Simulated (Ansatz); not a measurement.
Consider the formal exchange of groups at the Si–O bond: `C#C[SiH](O)F` + `C/C(F)=C/CF` → `C#C[SiH](F)CF` + `C/C(F)=C\O`.

Gas-phase electronic energies from Ansatz, PBE0-D4/def2-TZVP geometries. CBS: MP2 limit from def2 TZ/QZ plus the TZ coupled-cluster correction, frozen cores. Double bonds are as drawn, so ΔE can hold a change between cis and trans. Functionals use def2-TZVPP. B3LYP here is the variant with VWN-RPA as its local correlation; programs differ in this. Each species was taken in one conformer, which may not be the lowest.

```csv
level,ΔE (eV),difference from CCSD(T)/CBS
PBE-D4,1.85,-0.24
PBE0-D4,1.94,-0.15
B3LYP-D4,1.98,-0.11
ωB97X-V,1.99,-0.10
B2PLYP,2.07,-0.02
PBE,1.85,-0.24
r2SCAN,2.01,-0.08
PBE0,1.95,-0.14
HF/def2-TZVPP,2.19,0.10
CCSD/def2-TZVPP,2.10,0.01
CCSD(T)/def2-TZVPP,2.08,-0.01
MP2/def2-QZVPP,2.18,0.09
SCS-MP2/def2-QZVPP,2.15,0.06
HF/CBS(def2),2.20,0.11
MP2/CBS(def2),2.18,0.09
CCSD/CBS(def2),2.11,0.02
CCSD(T)/CBS,2.09,0
```

Largest T1 diagnostic among the species: 0.013.

From PBE to PBE0 (25 % exact exchange), in def2-TZVPP and without D4, ΔE moves by +0.10 eV.
